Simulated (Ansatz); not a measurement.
Coupled-cluster run, CH₅NO₂Sn, SMILES `[NH2][SnH]([OH])[CH]=O`.

```yaml
crystal:
  periodic: [false, false, false]
  atoms:
    - {symbol: N, position_ang: [0.052985, -0.177118, 1.929878]}
    - {symbol: Sn, position_ang: [-0.554397, 0.311790, 0.069541]}
    - {symbol: O, position_ang: [0.461504, 1.833119, -0.653133]}
    - {symbol: C, position_ang: [0.094203, -1.265237, -1.333684]}
    - {symbol: O, position_ang: [0.817672, -0.948073, -2.236636]}
    - {symbol: H, position_ang: [1.055444, -0.124418, 2.058242]}
    - {symbol: H, position_ang: [-0.381777, 0.375293, 2.657478]}
    - {symbol: H, position_ang: [-2.209182, 0.714865, 0.150942]}
    - {symbol: H, position_ang: [0.959151, 1.557300, -1.429734]}
    - {symbol: H, position_ang: [-0.212501, -2.328621, -1.209794]}
basis:
  gaussian: {orbitals: def2-SVP}
correlation: {method: ccsd_t}
```

```sh
$ ansatz run in.yaml --threads 4 --pin off --events-out ev --progress --plain --max-ram 10444MiB
```

The program prints (abridged):

```
Functional definition: HF
1150 factors; integrals over basis functions are off by at most 1.2e-3 eV
mean field evaluation 1: about -12458.5308 eV, gradient 5.4e1 eV
mean field evaluation 2: about -12458.6742 eV, gradient 5.4e1 eV
mean field evaluation 4: about -12464.7591 eV, gradient 4.1e0 eV
mean field evaluation 8: about -12464.8429 eV, gradient 4.9e-1 eV
mean field -12464.84527401 eV, -458.0746148444 hartree, gradient 1.0e-5 eV, S^2 0.000000; 0 other end points of the search recorded, 0 dependent functions left out
8 core orbitals not correlated: weight in the atoms' cores, before any rotation towards them, 1.000 or more for the frozen orbitals, at most 0.000 for the correlated occupied ones
reference -12464.84527401 eV, -458.0746148444 hartree; 20, 20 occupied and 79, 79 virtual orbitals, 1150 factors
second order -21.35981757 eV of doubles, -0.00000000 eV of singles
cycle   1  -21.50582469 eV  change   -1.5e-1 eV  update   1.2e-1
cycle   2  -22.10520987 eV  change   -6.0e-1 eV  update   3.9e-2
cycle   3  -22.29405545 eV  change   -1.9e-1 eV  update   2.2e-2
cycle   4  -22.28751836 eV  change    6.5e-3 eV  update   5.5e-3
cycle   5  -22.28496391 eV  change    2.6e-3 eV  update   2.5e-3
cycle   6  -22.28591539 eV  change   -9.5e-4 eV  update   8.4e-4
cycle   7  -22.28556380 eV  change    3.5e-4 eV  update   3.3e-4
cycle   8  -22.28539655 eV  change    1.7e-4 eV  update   1.1e-4
cycle   9  -22.28539725 eV  change   -7.1e-7 eV  update   5.4e-5
cycle  10  -22.28541356 eV  change   -1.6e-5 eV  update   2.1e-5
perturbative correction -0.65468056 eV, -0.0240590667 hartree
Total energy: -12487.78536813 eV, -458.9176477538 hartree
```

It took 8 s on 4 threads of an Arm Neoverse V2 on a shared host, with 0.6 GiB of host memory at the peak.

The correlation energy is -22.940 eV, 2.9 % of it from (T); the T1 diagnostic reads 0.0139.
